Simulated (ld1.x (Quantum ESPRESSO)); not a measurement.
## Logarithmic derivatives: copper (Cu), TM

- Element: copper
- Generator: ld1.x (Quantum ESPRESSO) 7.5
- Type: norm-conserving Troullier–Martins (Kleinman–Bylander form)
- Functional: PBEsol
- Relativity: fully relativistic
- Frozen core: [Ne]
- Valence charge: 19
- Reference configuration: 3s2 3p6 3d8 4s0 4p0 (charge +3)
- Partial waves: 3p (bound): rc 0.85 bohr; 3d (bound): rc 1.50 bohr; 3s (bound): rc 0.65 bohr
- Local potential: the s channel
- Core correction: none

Open shells are filled in proportion to 2j + 1 (rel_dist='average').

The phase is arctan(r·u′/u) with u = r·R(r), unwrapped; energies in Ry, scanned from -14 to 5 Ry. A pole is an energy at which the radial function vanishes at the test radius. The pseudo phase is shifted by a multiple of π to meet the all-electron one at the reference energy, and phase errors are pseudo minus all-electron; the curves can meet again beyond the range given. Levels narrower than the energy grid can be missing from the lists of poles.

**Question.** For each channel, where are the poles, and over which energies does the pseudopotential scatter like the atom?

**Answer.**

```tsv
channel	radius (bohr)	reference energy (Ry)	poles, all-electron	poles, pseudo	unbroken range about the reference energy with phases within 0.05 rad	phase error 1 Ry above the reference energy (rad)
s	1.65	-11.78	-11.64	-11.64, 4.94	the whole range	-0.000
p1/2	1.65	-8.77	-8.56	-8.56	the whole range	-0.000
p3/2	1.65	-8.58	-8.35	-8.35	the whole range	-0.000
d3/2	1.65	-3.61	-3.08	-3.08	below 0.2	+0.005
d5/2	1.65	-3.58	-3.05	-3.05	below 0.2	+0.005
```

A Bessel basis up to 400 Ry misses an occupied level by 0.17 Ry, so cutoffs and ghosts were not judged.

Phases in the d3/2 channel:

```csv
E (Ry),all-electron,pseudo
-14.00,1.394,1.394
-13.52,1.390,1.390
-13.04,1.386,1.386
-12.56,1.382,1.382
-12.08,1.377,1.377
-11.60,1.372,1.372
-11.12,1.366,1.367
-10.64,1.360,1.361
-10.16,1.354,1.354
-9.68,1.346,1.347
-9.20,1.338,1.338
-8.72,1.329,1.329
-8.24,1.318,1.318
-7.76,1.305,1.306
-7.28,1.290,1.291
-6.80,1.271,1.273
-6.32,1.248,1.249
-5.84,1.215,1.217
-5.36,1.165,1.168
-4.88,1.078,1.081
-4.40,0.863,0.869
-3.92,-0.125,-0.119
-3.44,-1.349,-1.348
-2.96,-1.615,-1.611
-2.48,-1.723,-1.718
-2.00,-1.792,-1.784
-1.52,-1.849,-1.837
-1.04,-1.905,-1.888
-0.56,-1.968,-1.943
-0.08,-2.045,-2.006
0.40,-2.148,-2.086
0.88,-2.295,-2.193
1.36,-2.519,-2.344
1.84,-2.862,-2.566
2.32,-3.314,-2.889
2.80,-3.735,-3.293
3.28,-4.029,-3.675
3.76,-4.217,-3.957
4.24,-4.341,-4.147
4.72,-4.428,-4.276
```
